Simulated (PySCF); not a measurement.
**PdOI₂, triplet: data card**

All numbers come from UB3LYP in PySCF with Pd def2-SVP with ECP28, O def2-SVP, I def2-SVP with ECP28; scalar-relativistic core potentials, no spin–orbit coupling; density-fitted integrals.

The structure is a saddle point with 1 imaginary mode.

* Point group: C2v
* Bond lengths: Pd–I 2.580 Å (×2), Pd–O 1.760 Å
* Bond angles: I–Pd–I 139.3°, I–Pd–O 110.4° (×2)
* Principal quadrupole moments (Buckingham, traceless) about the centre of mass: -1.81, -1.07, 2.88 D Å
* Spin squared ⟨S²⟩: 2.039
* Lowest empty level (α): -5.54 eV
* Highest occupied level (β): -7.36 eV
* Principal polarisabilities: 54.0, 84.3, 200.5 bohr³
* Rotational constants: 0.114, 0.01135, 0.01033 cm⁻¹
* Dipole moment: 0.70 D
* Zero-point energy (real modes): 7.5 kJ/mol
* Atomisation energy without zero-point energy: 571 kJ/mol

Harmonic modes (masses in u: Pd 105.903, O 15.995, I 126.904):
| symmetry | ω (cm⁻¹) | IR (km/mol) | μ (u) |
| --- | --- | --- | --- |
| b2 | 55i | – | 17.45 |
| a1 | 50 | 0.0 | 86.03 |
| b1 | 80 | 1.7 | 33.37 |
| a1 | 163 | 0.2 | 101.44 |
| b2 | 232 | 29.9 | 110.57 |
| a1 | 732 | 8.1 | 17.99 |

In C2v the vibrations span 2b2 + 3a1 + b1. Here b1 is antisymmetric to the molecular plane and b2 lies in it.

Charges (e):
```
atom  Mulliken  Löwdin  polar tensor  spin (Mulliken)  Mayer order to Pd1
 Pd1      0.29   -0.46          0.71             0.55                   –
  O2     -0.18    0.05         -0.17             1.17                1.43
I3,4     -0.06    0.21         -0.27             0.14                0.98
```

Mulliken populations on Pd1 (electrons outside its core potential): s 2.58, p 6.44, d 8.69, f 0.01.

This need not be the most stable arrangement of these atoms. Other spin states or occupations of the open shell can lie lower. At this level a triplet minimum of Cs symmetry lies 12 kJ/mol below this structure. With an element this heavy the missing spin–orbit coupling can shift these numbers.

The final relaxation and frequency run took roughly 4 core-minutes on a shared host.
